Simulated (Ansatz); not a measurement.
Zr₄O₈⁻. Charge -1, multiplicity 2. Geometry PBE-D4/def2-SVP.

Cartesian coordinates in Å:
```
Zr -1.090 2.146 -1.878
Zr 1.593 1.124 -0.106
Zr -1.293 -0.682 -0.004
Zr 0.948 -1.900 1.753
O -0.130 -2.243 0.023
O -1.240 -0.285 1.959
O -0.479 -1.034 2.963
O 2.444 0.467 -1.516
O -0.985 2.474 -3.635
O 1.892 -3.221 2.510
O 0.501 2.640 -0.738
O -2.163 0.514 -1.330
```

In the def2 sets Zr takes a core potential; there is no spin–orbit coupling. B3LYP takes the VWN-RPA correlation. The structure holds one bond between oxygen atoms, so isomers without such links may lie far lower. Another isomer (doublet) lies 8.21 eV lower at PBE0-D4/def2-SVP; other spin states weren't run for this one.

Question: Estimate the α-spin orbital energies around the gap (eV) in Ansatz with PBE-D4/def2-SVP, r2SCAN-D4/def2-SVP, B3LYP-D4/def2-SVP, PBE0-D4/def2-SVP.

Answer: 
| orbital | PBE-D4/def2-SVP | r2SCAN-D4/def2-SVP | B3LYP-D4/def2-SVP | PBE0-D4/def2-SVP |
| --- | --- | --- | --- | --- |
| HOMO−5 | -3.05 | -3.36 | -4.32 | -4.59 |
| HOMO−4 | -3.04 | -3.35 | -4.30 | -4.58 |
| HOMO−3 | -2.94 | -3.17 | -4.14 | -4.38 |
| HOMO−2 | -2.85 | -3.08 | -4.02 | -4.27 |
| HOMO−1 | -1.90 | -2.05 | -2.63 | -2.82 |
| HOMO | -1.05 | -1.24 | -1.67 | -1.83 |
| LUMO | -0.38 | -0.23 | -0.07 | 0.19 |
| LUMO+1 | 0.11 | 0.29 | 0.47 | 0.71 |
| LUMO+2 | 0.59 | 0.84 | 1.21 | 1.44 |
| LUMO+3 | 0.80 | 1.02 | 1.43 | 1.65 |
| LUMO+4 | 0.98 | 1.20 | 1.65 | 1.90 |
| LUMO+5 | 1.27 | 1.50 | 1.84 | 2.06 |
| β HOMO | -1.71 | -1.76 | -2.36 | -2.45 |
| β LUMO | -0.35 | -0.14 | -0.03 | 0.25 |
